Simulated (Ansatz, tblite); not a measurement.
Removing an electron: (Br2In-mu-SH)3 (In3H3S3Br6). Total charge 0; singlet. Geometry: PBE-D4/def2-SVP. Ansatz, gas phase; energy differences of separate SCF runs; the oxidised species was run as a doublet alone.

Cartesian coordinates in Å:
```
In 2.233 0.533 0.072
Br 4.551 1.273 0.612
Br 1.583 -0.139 -2.260
S 1.447 -1.331 1.678
In -0.624 -2.298 0.420
Br -2.427 -2.524 2.144
Br 0.376 -4.232 -0.812
S -1.686 -0.689 -1.308
In -1.552 1.777 -0.538
Br -3.574 2.024 0.919
Br -1.097 3.253 -2.505
S 0.512 2.227 0.994
H 2.244 -2.288 1.116
H -2.908 -0.824 -0.699
H 0.922 3.236 0.169
```

In the def2 sets In takes a core potential; there is no spin–orbit coupling. The xTB rows come from tblite. Single mean-field runs in def2-TZVP are fitted with def2-universal-jkfit. HOMO above LUMO, or a gap near zero within one spin, warns that the state may not be the lowest or that an electron is smeared out.

Question: Estimate orbital energies and vertical ionisation energies at: GFN1-xTB; GFN2-xTB; PBE-D4/def2-TZVP; PBE0-D4/def2-TZVP; CAM-B3LYP-D4/def2-TZVP.

Answer: 
| level | −HOMO (eV) | vertical IE (eV) | −LUMO (eV) | HOMO–LUMO gap (eV) | remarks |
| --- | --- | --- | --- | --- | --- |
| GFN1-xTB | 11.18 | 13.05 | 7.93 | 3.26 | – |
| GFN2-xTB | 12.20 | 13.93 | 9.68 | 2.52 | – |
| PBE-D4/def2-TZVP | 7.21 | 8.95 | 4.01 | 3.19 | gap within one spin near zero (+1 doublet) |
| PBE0-D4/def2-TZVP | 8.49 | 9.75 | 3.27 | 5.22 | – |
| CAM-B3LYP-D4/def2-TZVP | 9.79 | 10.34 | 2.38 | 7.41 | – |

  Raw xTB energy differences between charge states are shifted by several eV; the methods need an empirical correction for them.
